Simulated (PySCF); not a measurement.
A structure optimised at B3LYP-D3(BJ)/def2-SVP, used in a PySCF frequency run:

```xyz
10

F     -1.4436     1.5831    -0.7396
Si    -0.6986     0.6313     0.3605
C     -0.7650    -1.2547    -0.0240
O      0.6531    -1.5460    -0.0264
Si     1.5090    -0.0765     0.0443
H     -1.2200     1.0468     1.6940
H     -1.2736    -1.8791     0.7311
H     -1.2143    -1.4854    -1.0070
H      2.2125     0.2638    -1.2267
H      2.5071    -0.0655     1.1520
```
Charge 0, spin multiplicity 1.

Problem. Write its SMILES and formula.

Solution. F[Si@H]1CO[SiH2]1, CH5FOSi2

Problem. What are its rotational constants (standard atomic weights)?

Solution. 5.4382, 2.3217, 1.8583 GHz
